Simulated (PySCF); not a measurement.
GeI2, SMILES [I][Ge][I] (connectivity only; charge and spin as stated), neutral, multiplicity 1.

The structure is a stationary point at r2SCAN-D4/def2-SVP. The isomer is the one that the SMILES or the coordinates give; other isomers of the formula were not compared. The def2 effective core potentials stand for the cores of I; spin–orbit coupling is left out.

All values below come from M06-2X/def2-TZVPD in PySCF.

Symmetry labels are those of the subgroup C2v that the program uses (full group C2v).

Computed valence orbital energies around the gap with their symmetry:
| orbital | symmetry | energy (eV) |
|---|---|---|
| HOMO−7 | B2 | -21.17 |
| HOMO−6 | A1 | -15.08 |
| HOMO−5 | B2 | -10.63 |
| HOMO−4 | A1 | -9.90 |
| HOMO−3 | B1 | -9.61 |
| HOMO−2 | A2 | -8.95 |
| HOMO−1 | B2 | -8.61 |
| HOMO | A1 | -8.25 |
| LUMO | B1 | -2.55 |
| LUMO+1 | A1 | -0.82 |
| LUMO+2 | B2 | -0.38 |
| LUMO+3 | B1 | 0.56 |
